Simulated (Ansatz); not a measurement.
Consider the cleavage of the Si–Si bond: `C=C[Si@@H](O)[Si@@H](O)F` + `[NH2][GeH2][OH]` → `[OH][GeH2][NH][SiH](O)F` + `C=C[SiH2]O`.

Program: Ansatz. Geometries: PBE0-D4/def2-TZVP. ΔE: electronic, gas phase. CCSD(T)/CBS adds triple-zeta CCSD(T) − MP2 to the extrapolated MP2 energy (def2 sets, frozen cores). DFT in def2-TZVPP. For Ge outer-core shells are correlated without core-valence functions, which leaves a few kJ/mol of doubt a bond. Scalar relativity is left out up to krypton. One conformer a species, not always the lowest.

`C=C[Si@@H](O)[Si@@H](O)F`:

```xyz
14

C    -2.251   -0.047   -1.312
C    -1.477    0.597   -0.442
Si   -0.367   -0.275    0.753
O    -0.706   -1.889    0.616
Si    1.886    0.122    0.210
O     2.214    1.682    0.590
F     2.809   -0.868    1.082
H    -2.278   -1.132   -1.349
H    -2.892    0.480   -2.013
H    -1.484    1.686   -0.440
H    -0.605    0.222    2.140
H    -0.148   -2.501    1.097
H     2.274   -0.154   -1.202
H     3.028    2.076    0.271
```

`[NH2][GeH2][OH]`:

Cartesian coordinates in Å:
```
N 0.046 0.723 -1.197
Ge 0.198 -0.398 0.227
O -1.375 -0.295 1.054
H 0.124 1.712 -1.012
H 0.590 0.477 -2.010
H 1.271 -0.010 1.274
H 0.438 -1.808 -0.339
H -1.292 -0.401 2.004
```

`[OH][GeH2][NH][SiH](O)F`:

Z-matrix (Å, degrees):
```
Ge
N 1 1.819
O 1 1.799 2 103.6
H 1 1.536 2 109.1 3 -118.1
H 1 1.538 2 113.2 3 115.3
Si 2 1.714 1 125.4 3 -42.0
H 2 1.009 1 114.8 3 120.8
H 3 0.960 1 113.4 2 158.4
O 6 1.622 2 108.5 1 9.3
F 6 1.597 2 106.9 1 131.8
H 6 1.473 2 115.3 1 -111.7
H 9 0.970 6 114.9 2 30.3
```

`C=C[SiH2]O`:

Cartesian coordinates in Å:
```
C -0.301 -1.137 -1.143
C -0.317 -0.914 0.168
Si 0.324 0.653 0.932
O 0.735 1.758 -0.221
H 0.105 -0.406 -1.837
H -0.682 -2.055 -1.582
H -0.731 -1.685 0.818
H -0.717 1.198 1.850
H 1.564 0.399 1.706
H 0.020 2.190 -0.691
```

```tsv
level	ΔE (kJ/mol)
PBE-D4	-97.6
PBE0-D4	-106.7
ωB97M-V	-125.1
B2PLYP	-120.4
CCSD(T)/def2-TZVPP	-124.7
MP2/def2-QZVPP	-128.8
SCS-MP2/def2-QZVPP	-126.9
CCSD/CBS(def2)	-121.6
```

(1) What does CCSD(T)/CBS give? (An estimate is asked.)

Largest T1 diagnostic among the species: 0.012.

## Answers

(1) Ansatz gave: -121.2 kJ/mol. The listed levels differ from it by 23.6, 14.5, -3.9, 0.8, -3.5, -7.6, -5.7, -0.4 kJ/mol.

From PBE to PBE0 (25 % exact exchange), in def2-TZVPP and without D4, ΔE moves by −9.7 kJ/mol. The D4 term adds −3.4 kJ/mol with B3LYP and −1.4 kJ/mol with PBE0; it sums over pairs of atoms, weighted by their polarisabilities, and B3LYP, whose exchange is more repulsive, gets the larger term.

B3LYP here is the variant with VWN-RPA as its local correlation; programs differ in this.
